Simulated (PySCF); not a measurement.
## Nuclear quadrupole coupling in `CCCN(C)N[SiH3]`

C₄H₁₄N₂Si.
Z-matrix (Å and degrees, GFN2-xTB geometry), rows numbered from 1:
```
C 
C   1  1.5227
C   2  1.5254  1  111.62
N   3  1.4554  2  110.75  1   178.29
C   4  1.4492  3  112.21  2  -171.29
N   4  1.4083  3  110.05  2    64.07
Si  6  1.7186  4  119.45  3  -139.82
H   1  1.0870  2  110.38  3   179.66
H   1  1.0882  2  110.67  3    59.67
H   1  1.0880  2  110.66  3   -60.34
H   2  1.0907  1  110.05  3  -121.02
H   2  1.0907  1  110.11  3   120.40
H   3  1.0929  2  109.57  1    59.87
H   3  1.1065  2  109.70  1   -58.72
H   5  1.0888  4  108.50  3   178.96
H   5  1.0884  4  109.18  3    60.29
H   5  1.1029  4  112.53  3   -60.68
H   6  1.0193  4  113.19  3    67.65
H   7  1.4634  6  103.30  4   174.14
H   7  1.4585  6  105.88  4    53.99
H   7  1.4732  6  115.58  4   -67.03
```

Field gradients from the PBE0/pcSseg-1 density (PySCF, non-relativistic), principal values in atomic units, ordered |Vxx| ≤ |Vyy| ≤ |Vzz|:

```tsv
atom	Vxx	Vyy	Vzz
N4	0.4332	1.0108	-1.4440
N6	0.2507	1.0305	-1.2812
```

Task: Find the asymmetry η = (Vxx − Vyy)/Vzz and the couplings χ = eQV/h (234.96 MHz × Q in barn × V in au), with Q(14N) = 0.02044 b.

Result: 
| atom | environment | nucleus | η | χzz (MHz) | χxx (MHz) | χyy (MHz) |
| --- | --- | --- | --- | --- | --- | --- |
| N4 | hydrazine nitrogen | 14N | 0.40 | -6.94 | 2.08 | 4.85 |
| N6 | hydrazine nitrogen | 14N | 0.61 | -6.15 | 1.20 | 4.95 |

The tensor is traceless: Vxx + Vyy + Vzz = 0.

Task: What is Vzz at N4 in SI units (1 au = 9.71736 × 10²¹ V/m²)?

Result: -1.4440 au = -14.032 × 10²¹ V/m².

Task: And the gradient at the other heavy atoms, for which no coupling is worked out here?

Result: 
```json
{"atom": "C1", "environment": "methyl carbon", "Vzz (au)": "0.039", "η": "0.11"}
{"atom": "C2", "environment": "chain CH2 carbon", "Vzz (au)": "-0.080", "η": "0.64"}
{"atom": "C3", "environment": "sp3 carbon bound to nitrogen", "Vzz (au)": "0.206", "η": "0.17"}
{"atom": "C5", "environment": "N-methyl carbon", "Vzz (au)": "0.208", "η": "0.22"}
{"atom": "Si7", "environment": "SiH3 silicon", "Vzz (au)": "0.321", "η": "0.30"}
```

Were the hydrogens deuterons (Q(2H) = 0.00286 b), χzz would run from 103 kHz (H21) to 261 kHz (H18).

Isolated species at its GFN2-xTB geometry (one conformer only). GFN2-xTB bond lengths can be off by several hundredths of an ångström, more for odd bonds, and the gradients follow them. With so small a basis the couplings can be 20 % off.
